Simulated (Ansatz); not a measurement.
Program: Ansatz. Geometries: PBE0-D4/def2-TZVP. ΔE: electronic, gas phase. CBS: MP2 limit from def2 TZ/QZ plus the TZ coupled-cluster correction, frozen cores. This one scheme is used for every species. DFT in def2-TZVPP. B3LYP here is the variant with VWN-RPA as its local correlation; programs differ in this. Elements past krypton have def2 core potentials. For Sn outer-core shells are correlated without core-valence functions, which leaves a few kJ/mol of doubt a bond. Each species was taken in one conformer, which may not be the lowest.

Consider the ligand exchange at the Si–C bond: `[CH3][SnH2][CH2][SiH3]` + `C=CS` → `C=CS[SiH3]` + `[CH3][SnH2][CH3]`.

| level | ΔE (kcal/mol) | difference from CCSD(T)/CBS |
| --- | --- | --- |
| PBE0-D4 | -12.1 | -0.6 |
| B3LYP-D4 | -12.0 | -0.5 |
| ωB97M-V | -11.5 | 0.0 |
| B2PLYP | -12.3 | -0.8 |
| r2SCAN | -12.3 | -0.8 |
| PBE0 | -12.4 | -0.9 |
| B3LYP | -12.6 | -1.1 |
| HF/def2-TZVPP | -12.8 | -1.3 |
| MP2/def2-TZVPP | -11.9 | -0.4 |
| SCS-MP2/def2-TZVPP | -11.7 | -0.2 |
| CCSD/def2-TZVPP | -11.1 | 0.4 |
| CCSD(T)/def2-TZVPP | -11.2 | 0.3 |
| HF/def2-QZVPP | -12.7 | -1.2 |
| SCS-MP2/def2-QZVPP | -11.9 | -0.4 |
| HF/CBS(def2) | -12.7 | -1.2 |
| CCSD/CBS(def2) | -11.5 | 0.0 |
| CCSD(T)/CBS | -11.5 | 0 |

Largest T1 diagnostic among the species: 0.012.

In def2-TZVPP, CCSD(T) changes the Hartree–Fock value by +1.6 kcal/mol (the triples alone add −0.0 kcal/mol) and MP2 by +0.9 kcal/mol.
